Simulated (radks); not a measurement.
The numbers below are computed, except where a source is named.
All-electron atom: Tc3+ in [Kr] 4d2 5s1.5 5p0.5 (fractional occupations, a model configuration). Level of theory: non-relativistic Kohn-Sham, SCAN, spin-polarised, spherical densities, point nucleus; open shells are filled with parallel spins first (spin-orbit coupling, left out, can overturn this in heavy ions); meta-GGA in the generalised Kohn-Sham scheme; relativity is left out, which matters for an element this heavy (a radial shooting solver on a logarithmic mesh with Libxc functionals). Some entries of the table are withheld. Estimate them.

orbital  occ.  eigenvalue (eV)  <r> (bohr)  <1/r> (bohr^-1)
1s up       1        -20405.26     0.03545            42.48
1s down     1        -20405.21     0.03545            42.48
2s up       1        -2911.758      0.1546            9.610
2s down     1        -2911.311      0.1546            9.610
2p up       3        -2688.330      0.1325            9.588
2p down     3        -2687.969      0.1325            9.588
3s up       1        -546.6530      0.4260            3.359
3s down     1        -546.4569      0.4260            3.358
3p up       3        -459.2359      0.4207            3.262
3p down     3        -458.9621      0.4207            3.261
3d up       5        -300.1485      0.3980            3.084
3d down     5        -299.6782      0.3979            3.084
4s up       1        -113.1310       1.066            1.270
4s down     1        -110.7167       1.063            1.275
4p up       3         -86.7447         (1)            1.169
4p down     3         -84.2104         (2)            1.175
4d up       2         -44.9204       1.417           0.9278
5s up       1         -31.9911       2.519           0.5164
5s down   0.5         -29.5660       2.601           0.4953
5p up     0.5         -25.1280       2.814              (3)

Answer. 
(1) 4p up <r> (bohr): 1.145
(2) 4p down <r> (bohr): 1.140
(3) 5p up <1/r> (bohr^-1): 0.4613
